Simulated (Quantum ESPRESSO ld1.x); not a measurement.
Results of a calculation; reference values are marked as such.
Question: The caesium ion Cs2+, configuration [Kr] 4d10 5s2 5p5. Level of theory: scalar-relativistic Kohn-Sham, LDA (Slater exchange, Perdew-Wang correlation), spin-polarised, spherical densities, point nucleus; open shells are filled with parallel spins first (ld1.x of Quantum ESPRESSO 7.5). Some entries of the table are withheld. Estimate them.

orbital,occ.,eigenvalue (eV),<r^2> (bohr^2)
1s up,1,-35779.0,0.0009264
1s down,1,-35778.9,0.0009264
2s up,1,-5627.86,0.01485
2s down,1,-5627.83,0.01485
2p up,3,-5052.93,0.01178
2p down,3,-5052.88,0.01178
3s up,1,-1183.13,0.1025
3s down,1,-1183.08,0.1025
3p up,3,-998.096,0.1025
3p down,3,-998.043,0.1025
3d up,5,-725.741,0.08851
3d down,5,-725.692,0.08851
4s up,1,-236.830,0.5453
4s down,1,-236.728,0.5452
4p up,3,-177.581,0.6229
4p down,3,-177.469,0.6224
4d up,5,-91.3201,0.8152
4d down,5,-91.1619,0.8128
5s up,1,-43.1982,3.249
5s down,1,-42.5413,3.251
5p up,3,-29.2651,4.434
5p down,2,-28.6108,4.467
5d up,0,-12.6327,9.620
5d down,0,-12.1911,9.984
6s up,0,(1),17.60
6s down,0,(2),17.94
6p up,0,-8.6659,25.67
6p down,0,-8.5537,26.19
4f up,0,(3),5.821
4f down,0,(4),6.183

Answer: 
(1) 6s up eigenvalue (eV): -12.0103
(2) 6s down eigenvalue (eV): -11.8320
(3) 4f up eigenvalue (eV): -7.8399
(4) 4f down eigenvalue (eV): -7.4331
